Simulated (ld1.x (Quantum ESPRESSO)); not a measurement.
**silver (Ag): variants of one TM potential**

Base potential:

ld1.x (Quantum ESPRESSO) 7.5 input, shortened:

```
&input
   title='Ag', zed=47., rel=1, dft='PBE', iswitch=3,
   config='[Kr] 4d10 4f-2 5s1 5p0'
 /
 &inputp
   pseudotype=2, tm=.true., lloc=-1, rcloc=2.40,
   nlcc=.true.
 /
4
5S  1  0   1.00   0.00  2.05  2.05  0.0
5P  2  1   0.00   0.00  3.90  3.90  0.0
4D  3  2  10.00   0.00  1.85  1.85  0.0
4F  4  3  -2.00   0.30  4.15  4.15  0.0
 &test
   configts(1)='4d10 5s1 5p0'
 /
```

All-electron outer shells of the reference configuration (PBE, scalar-relativistic, ld1.x):

```tsv
shell	level (eV)	outermost node (bohr)	outermost maximum (bohr)
4s	-95.05	0.44	0.82
4p	-58.57	0.44	0.87
4d	-7.44	0.43	1.04
5s	-4.40	1.11	2.49
5p	-0.74	1.25	3.86
```

Cutoffs, loose and tight: the cutoffs (Ry, on a coarse ladder) from which the occupation-weighted sum of valence levels, in a spherical-Bessel basis at the reference potential, stays within 10 and 1 mRy of its value at 400 Ry. They do not see the model core or the augmentation charge, which bear on the density cutoff. Test errors are all-electron minus pseudo excitation energies from the reference, over the configurations 4d10 5s0 5p0; 4d9 5s0 5p0; 4d8 5s0 5p0; 4d9 5s1 5p1; 4d9 5s1 5p0; 4d7 5s0 5p0; 4d9 5s2 5p0. A dash means not determined; rows that change the core or the reference have their own tests. The largest error is taken over the tests solved by every variant that gives reliable tests at all: 4d10 5s0 5p0; 4d7 5s0 5p0; 4d8 5s0 5p0; 4d9 5s0 5p0.

A true bound ghost makes a file unfit for plane-wave use even where its test errors are small: the radial tests pick states by their node count and pass the ghost by. Where a test does run into it, the solver fails or the error is huge.

```csv
change,outcome,"cutoff, loose","cutoff, tight",bound ghosts,largest test error (meV)
base,generated,60 Ry,90 Ry,none,-1259
"all radii but the core radius scaled by about 0.78 (s 1.60, p 3.04, d 1.44, f 3.22 bohr); local potential all-electron potential smoothed inside 1.86 bohr (lloc = -1)",generated,70 Ry,120 Ry,s,-1107
"all radii but the core radius scaled by about 0.84 (s 1.72, p 3.28, d 1.56, f 3.48 bohr); local potential all-electron potential smoothed inside 2.02 bohr (lloc = -1)",generated,70 Ry,110 Ry,s,-1138
"all radii but the core radius scaled by about 1.06 (s 2.18, p 4.14, d 1.96, f 4.40 bohr); local potential all-electron potential smoothed inside 2.54 bohr (lloc = -1)",generated,55 Ry,90 Ry,none,-1299
"all radii but the core radius scaled by about 1.16 (s 2.38, p 4.52, d 2.14, f 4.80 bohr); local potential all-electron potential smoothed inside 2.78 bohr (lloc = -1)",generated,50 Ry,80 Ry,none,-1398
"all radii but the core radius scaled by about 1.30 (s 2.66, p 5.06, d 2.40, f 5.38 bohr); local potential all-electron potential smoothed inside 3.10 bohr (lloc = -1)",generated,45 Ry,70 Ry,none,-1322
```

**Question.** What comes out with this change to the base: all radii but the core radius scaled by about 1.35 (s 2.78, p 5.28, d 2.50, f 5.62 bohr); local potential all-electron potential smoothed inside 3.24 bohr (lloc = -1)?

**Answer.** outcome: generated; cutoff, loose: 40 Ry; cutoff, tight: 70 Ry; bound ghosts: none; largest test error (meV): -1247.

Reading the sweep of the scale of all radii but the core radius (base = 1) (base included, trends over the rows without a ghost): The loose cutoff falls from 60 Ry at 1 to 40 Ry at 1.35. A larger radius leaves more room for a smooth pseudo-wave, so fewer plane waves are needed; a smaller one forces it to follow the all-electron wave where it bends sharply. The median size of the test errors (rows with all tests solved) is not monotonic: lowest 76.6 meV at 1.35, highest 101.6 meV at 1.16. Bound ghosts are found at 0.78, 0.84.
